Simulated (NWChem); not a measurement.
# CH3ClO3Si; SMILES [Si@H](Cl)(O)C(O)=O

```xyz
9

O     -0.5408    -1.9255    -0.7914
C      0.1680    -1.3185    -0.0231
O      1.3344    -1.7817     0.4174
Si    -0.3954     0.4190     0.5745
O     -1.9603     0.4709     0.0721
Cl     0.8014     1.7984    -0.3820
H      1.4791    -2.6522     0.0048
H     -0.3004     0.6510     2.0309
H     -2.1382    -0.2053    -0.5987
```
Atoms are numbered in this order, from 1.

Level: PBE0/def2-SVP (NWChem), optimised geometry, unscaled harmonic frequencies. 

| frequency (cm⁻¹) | IR intensity (km/mol) |
|---|---|
| 54 | 0.5 |
| 114 | 3.9 |
| 168 | 9.8 |
| 243 | 2.1 |
| 332 | 41.8 |
| 423 | 58.9 |
| 436 | 22.7 |
| 518 | 49.4 |
| 581 | 154.5 |
| 701 | 108.7 |
| 730 | 108.8 |
| 766 | 32.6 |
| 848 | 65.2 |
| 925 | 405.7 |
| 953 | 27.9 |
| 1205 | 148.8 |
| 1376 | 49.4 |
| 1834 | 251.7 |
| 2318 | 86.6 |
| 3737 | 65.3 |
| 3829 | 133.4 |

```json
{
 "zero_point_energy": "31.6 kcal/mol",
 "thermal correction to the enthalpy at 298.15 K (with zero-point energy)": "36.7 kcal/mol",
 "heat capacity Cv": "24.4 cal/(mol K)",
 "entropy at 298.15 K and 1 atm (symmetry number 1)": "86.0 cal/(mol K)",
 "dipole_moment": "2.08 D"
}
```

Rigid rotor and harmonic oscillator; modes under 100 cm⁻¹ make the entropy uncertain.
